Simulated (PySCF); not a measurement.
arsenic trifluoride cation (AsF3), SMILES F[As](F)F (connectivity only; charge and spin as stated), charge +1, multiplicity 2.

Geometry: PBE-D3(BJ)/def2-SVP. The multiplicity is an assumed one; other spin states were not compared.

These are PBE-D3(BJ)/def2-SVP (PySCF 2.14.0) values and carry that method's errors.

Frequencies are harmonic and unscaled.

Modes within 1.5 cm⁻¹ of each other (mostly degenerate sets) share a row, with their intensities summed.

| mode | ν (cm⁻¹) | IR (km/mol) | moving atoms (share of kinetic energy) |
|---|---|---|---|
| 1–2 | 212 | 16.2 | F 89 %, As 11 % |
| 3 | 252 | 20.0 | F 67 %, As 33 % |
| 4 | 692 | 6.9 | F 90 %, As 10 % |
| 5–6 | 742 | 87.4 | F 74 %, As 26 % |
